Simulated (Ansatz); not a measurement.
Reaction: SiNH4F (SMILES N[SiH2]F) → SiNH4 (SMILES N[SiH2], doublet) + F (doublet) (the F-Si bond breaks)
Each species at its own B3LYP-D3(BJ)/def2-TZVP minimum (Ansatz, a program for electronic structure), one conformer.

Total energies in hartree (Ansatz). Open shells are spin-unrestricted; no spin-orbit coupling. Correlated methods leave the cores frozen. No relativity.

```csv
species,HF/cc-pV(T+d)Z,CCSD(T)/cc-pV(T+d)Z,HF/cc-pV(Q+d)Z,CCSD(T)/cc-pV(Q+d)Z,CCSD(T)/cc-pV(D+d)Z,CCSDT(Q)/cc-pV(D+d)Z
1: SiNH4F (SMILES N[SiH2]F),-445.33077,-445.96717,-445.34957,-446.03289,-445.75003,-445.75168
"2: SiNH4 (SMILES [SiH2]N, doublet)",-345.73111,-346.09778,-345.73979,-346.12755,-345.99424,-345.99560
3: F (doublet),-99.40552,-99.62036,-99.41377,-99.65026,-99.52757,-99.52776
```

Work out the bond dissociation energy (electronic) in kcal/mol: take Hartree-Fock from cc-pV(Q+d)Z, extrapolate the CCSD(T) correlation energy as X^-3 (X = 3, 4), and add CCSDT(Q) - CCSD(T) in cc-pV(D+d)Z. 1 hartree = 627.51 kcal/mol.


Species 1: correlation (64·(-0.68332) - 27·(-0.63640))/37 = -0.71756; step -0.00165; E1 = -445.34957 + (-0.71756) + (-0.00165) = -446.06878
Species 2: correlation (64·(-0.38776) - 27·(-0.36667))/37 = -0.40315; step -0.00136; E2 = -345.73979 + (-0.40315) + (-0.00136) = -346.14430
Species 3: correlation (64·(-0.23649) - 27·(-0.21484))/37 = -0.25229; step -0.00019; E3 = -99.41377 + (-0.25229) + (-0.00019) = -99.66625
-1·E1 +1·E2 +1·E3 = 0.25823 hartree = 162.0 kcal/mol.
